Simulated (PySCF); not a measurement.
Isomers of C8H15B, mass 122.127 u with the commonest isotopes. Computed with PBE0-D3(BJ)/def2-SVP geometry optimisation, gas phase in PySCF 2.14.0. One conformer each, none proved a minimum here; rigid rotors.

Question: Order these by out-of-plane moment Σ m c² = (Ia + Ib − Ic)/2, largest first.
A. `[CH2:1]=[C:2]([CH3:3])[C@H:4]1[CH2:5][BH:6][CH2:7][CH2:8][CH2:9]1` with C1–C2–C4–C5 -112°, C2–C4–C5–B6 166°, C4–C5–B6–C7 -17°, C5–B6–C7–C8 17°, B6–C7–C8–C9 -38°
B. `B1[C@H]2CCC[C@@H]1CCC2`
C. `[CH2:1]=[CH:2][CH2:3][C@H:4]1[BH:5][CH2:6][CH2:7][CH2:8][CH2:9]1` with C1–C2–C3–C4 -114°, C2–C3–C4–B5 167°, C3–C4–B5–C6 156°, C4–B5–C6–C7 -22°, B5–C6–C7–C8 40°, C6–C7–C8–C9 -59°
D. `[CH2:1]=[C:2]([CH3:3])/[C:4]([CH3:5])=[CH:6]/[B:7]([CH3:8])[CH3:9]` with C1–C2–C4–C5 -1°

Answer: B (70.14 u·Å²), A (34.62 u·Å²), C (22.95 u·Å²), D (17.21 u·Å²).

Question: Order these by rotational constant C, largest first.
A. `[CH2:1]=[CH:2][CH2:3][C@H:4]1[BH:5][CH2:6][CH2:7][CH2:8][CH2:9]1` with C1–C2–C3–C4 -114°, C2–C3–C4–B5 167°, C3–C4–B5–C6 156°, C4–B5–C6–C7 -22°, B5–C6–C7–C8 40°, C6–C7–C8–C9 -59°
B. `B1[C@H]2CCC[C@@H]1CCC2`
C. `[CH2:1]=[C:2]([CH3:3])/[C:4]([CH3:5])=[CH:6]/[B:7]([CH3:8])[CH3:9]` with C1–C2–C4–C5 -1°
D. `[CH2:1]=[C:2]([CH3:3])[C@H:4]1[CH2:5][BH:6][CH2:7][CH2:8][CH2:9]1` with C1–C2–C4–C5 -112°, C2–C4–C5–B6 166°, C4–C5–B6–C7 -17°, C5–B6–C7–C8 17°, B6–C7–C8–C9 -38°

Answer: B (1410 MHz), D (879.4 MHz), A (725.3 MHz), C (691.4 MHz).

Question: Order these by rotational constant A, smallest first.
A. `B1[C@H]2CCC[C@@H]1CCC2`
B. `[CH2:1]=[C:2]([CH3:3])/[C:4]([CH3:5])=[CH:6]/[B:7]([CH3:8])[CH3:9]` with C1–C2–C4–C5 -1°
C. `[CH2:1]=[CH:2][CH2:3][C@H:4]1[BH:5][CH2:6][CH2:7][CH2:8][CH2:9]1` with C1–C2–C3–C4 -114°, C2–C3–C4–B5 167°, C3–C4–B5–C6 156°, C4–B5–C6–C7 -22°, B5–C6–C7–C8 40°, C6–C7–C8–C9 -59°
D. `[CH2:1]=[C:2]([CH3:3])[C@H:4]1[CH2:5][BH:6][CH2:7][CH2:8][CH2:9]1` with C1–C2–C4–C5 -112°, C2–C4–C5–B6 166°, C4–C5–B6–C7 -17°, C5–B6–C7–C8 17°, B6–C7–C8–C9 -38°

Answer: A (2244 MHz), B (2711 MHz), D (3053 MHz), C (3713 MHz).

| SMILES | point group | Ia (u·Å²) | Ib (u·Å²) | Ic (u·Å²) | κ | μa (D) | μb (D) | μc (D) |
| --- | --- | --- | --- | --- | --- | --- | --- | --- |
| C=C(C)/C(C)=C/B(C)C | C1 | 186.42 | 578.94 | 730.95 | -0.82 | 0.48 | 0.10 | 0.01 |
| B1[C@H]2CCC[C@@H]1CCC2 | Cs | 225.20 | 273.40 | 358.33 | 0.05 | 0.15 | 0.00 | 0.70 |
| C=CC[C@H]1BCCCC1 | C1 | 136.12 | 606.59 | 696.80 | -0.93 | 0.66 | 0.40 | 0.10 |
| C=C(C)[C@H]1CBCCC1 | C1 | 165.53 | 478.38 | 574.68 | -0.84 | 0.12 | 0.00 | 0.25 |
